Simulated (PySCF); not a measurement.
Compound: (SiH3)(GeH3)PPF2, F2GeH6P2Si.
Atom-mapped SMILES: `[F:1][P:2]([F:3])[P:4]([SiH3:5])[GeH3:6]` (hydrogens: H7, H8, H9 on Si5; H10, H11, H12 on Ge6)

Theory: PySCF 2.14.0, PBE0-D3(BJ)/def2-TZVP geometry optimisation, gas phase.

Q: Give the optimised bond lengths and angles.

A: 
```csv
bond,length (Å)
"F1–P2, P2–F3",1.593
P2–P4,2.221
P4–Si5,2.256
P4–Ge6,2.329
"Si5–H7, Si5–H8, Si5–H9",1.486
"Ge6–H10, Ge6–H11, Ge6–H12",1.536
```

Bonds in one row agree within 0.01 Å and their mean is given. A selection of angles:
```csv
angle,degrees
F1–P2–F3,98.1
F1–P2–P4,98.0
P2–P4–Si5,93.3
P2–P4–Ge6,92.8
Si5–P4–Ge6,94.6
P4–Si5–H7,107.5
P4–Si5–H8,108.9
P4–Si5–H9,111.8
H7–Si5–H8,109.9
P4–Ge6–H10,111.3
P4–Ge6–H11,108.1
H10–Ge6–H11,109.7
```

Torsions: F1–P2–P4–Si5 -83° (synclinal). The mirror-image conformer, all signs reversed, is as good.

Si5 (SiH3 silicon) is tetrahedral (angles from 107.5° to 111.8°). Ge6 (germanium bonded to P and 3 H) is tetrahedral (angles from 107.2° to 111.3°). P2 (three-coordinate phosphorus) is pyramidal (angles 98.1°, 98.0° and 97.7°, sum 293.7°, 0.86 Å off the plane of its three neighbours). P4 (three-coordinate phosphorus) is pyramidal (angles 94.6°, 93.3° and 92.8°, sum 280.7°, 1.22 Å off the plane of its three neighbours).

Point group: C1 (no symmetry element, even within 0.4 Å). Stationary, but not proved a minimum. The numbers are those of one conformer.
